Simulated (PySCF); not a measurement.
Geometry (Å), atoms numbered from 1 in this order:
```xyz
16

C    -1.0198    1.3021   -0.0860
O    -0.3979    0.0124   -0.2307
B    -1.3926   -1.2453   -0.4423
Br   -2.2752   -1.5283    1.3463
C     0.7378   -0.2191    0.5936
C     2.0024    0.1179   -0.1685
F     3.0530   -0.0787    0.6246
F     2.1378   -0.6370   -1.2494
F     2.0123    1.3966   -0.5616
H    -0.2415    2.0707   -0.1416
H    -1.7179    1.3987   -0.9233
H    -1.5648    1.3305    0.8686
H    -2.1739   -0.8630   -1.2818
H    -0.6499   -2.1567   -0.7247
H     0.6787    0.3778    1.5144
H     0.7445   -1.2824    0.8604
```

Geometry: PBE0-D3(BJ)/def2-SVP; GIAO shifts from PySCF 2.14, gas phase, non-relativistic, averaged over equivalent atoms.

At PBE0/pcSseg-1 (212 basis functions, 36 s wall time on 1 thread of an Arm Neoverse V1, shared host):
```json
{"atoms": "C6", "δ (ppm)": "127.9"}
{"atoms": "C5", "δ (ppm)": "74.7"}
{"atoms": "C1", "δ (ppm)": "66.7"}
{"atoms": "O2", "δ (ppm)": "34.9"}
{"atoms": "B3", "δ (ppm)": "12.3"}
{"atoms": "Br4", "δ (ppm)": "-145.8"}
{"atoms": "F7/F8/F9", "δ (ppm)": "-87.7"}
{"atoms": "H13/H14", "δ (ppm)": "4.12"}
{"atoms": "H10/H11/H12", "δ (ppm)": "4.02"}
{"atoms": "H15/H16", "δ (ppm)": "3.98"}
```

Shifts are taken against calculated references (same method and geometry level): TMS for $^{13}$C (σ = 184.41 ppm) and $^{1}$H (σ = 31.27 ppm); $^{17}$O (σ = 334.56 ppm) vs H2O; $^{11}$B (σ = 100.73 ppm) against BF3·OEt2; $^{79}$Br (σ = 2584.45 ppm) vs HBr; $^{19}$F (σ = 177.25 ppm) vs CFCl3.

**Question.** What do these become at B3LYP/pcSseg-1?

**Answer.** 
```json
{"atoms": "C6", "δ at B3LYP/pcSseg-1": "130.1", "change": "+2.2"}
{"atoms": "C5", "δ at B3LYP/pcSseg-1": "75.8", "change": "+1.1"}
{"atoms": "C1", "δ at B3LYP/pcSseg-1": "67.1", "change": "+0.4"}
{"atoms": "O2", "δ at B3LYP/pcSseg-1": "41.5", "change": "+6.6"}
{"atoms": "B3", "δ at B3LYP/pcSseg-1": "14.0", "change": "+1.7"}
{"atoms": "Br4", "δ at B3LYP/pcSseg-1": "-162.2", "change": "-16.4"}
{"atoms": "F7/F8/F9", "δ at B3LYP/pcSseg-1": "-89.4", "change": "-1.7"}
{"atoms": "H13/H14", "δ at B3LYP/pcSseg-1": "4.04", "change": "-0.08"}
{"atoms": "H10/H11/H12", "δ at B3LYP/pcSseg-1": "4.02", "change": "+0.00"}
{"atoms": "H15/H16", "δ at B3LYP/pcSseg-1": "3.99", "change": "+0.01"}
```

δ = σ(ref) − σ, references computed at the same level: $^{13}$C (σ = 179.24 ppm) and $^{1}$H (σ = 31.38 ppm) vs TMS; H2O for $^{17}$O (σ = 334.04 ppm); BF3·OEt2 for $^{11}$B (σ = 97.83 ppm); $^{79}$Br (σ = 2544.71 ppm) against HBr; $^{19}$F (σ = 171.94 ppm) vs CFCl3.

The largest change is at Br4 (bromine bonded to B). Cost: 212 basis functions, 33 s wall time on 1 thread of an Arm Neoverse V1, shared host. The order of the carbon signals is the same at both levels.

Relativistic effects, spin–orbit coupling among them, are left out; they matter for Br and for the light atoms bonded to it. Unscaled 19F shifts against computed CFCl3 carry errors that often reach 10 to 50 ppm. Experimental scales use liquid or dissolved standards, which lie at an offset from isolated H2O (liquid H2O: subtract about 36 ppm).
